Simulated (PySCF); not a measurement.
**Polarisability and C₆ of Cu (copper, neutral)**

[Ar] 3d10 4s1, 2S determinant. All numbers are calculated (PySCF 2.14, scalar relativity by spin-free X2C-1e, in aug-cc-pwCVTZ-DK with one added diffuse shell each of s, p, d, f, g type (11s10p8d5f4g, 152 functions)). Coupled (time-dependent) response in atomic units; α is the mean over directions.

| method | mean α (bohr³) | C₆ (like pair) | S(−4) |
| --- | --- | --- | --- |
| M06-L | 42.53 | 279.4 | 1353 |

S(−4) is the Cauchy moment in α(ω) = α(0) + S(−4) ω² + …

Reference α: 46.5 ± 0.5 bohr³ (recommended; Schwerdtfeger and Nagle, table of static dipole polarizabilities (2023 update)). Published C₆: 253.0 (Chu and Dalgarno (2004); Tang, Norbeck and Certain (1976)).

α(iu) at M06-L:

```tsv
u (hartree)	α(iu) (bohr³)
0	42.53
0.0500	39.44
0.100	32.69
0.200	20.54
0.300	13.73
0.500	7.743
0.750	4.824
1.00	3.426
1.50	2.097
2.00	1.468
3.00	0.8702
5.00	0.4296
```

A single London oscillator, α(iu) = α/(1 + u²/ω²), gives C₆ = (3/4) ω α². Matching the computed C₆ needs ω = 4 × 279.4 / (3 × 42.53²) = 0.206 hartree.
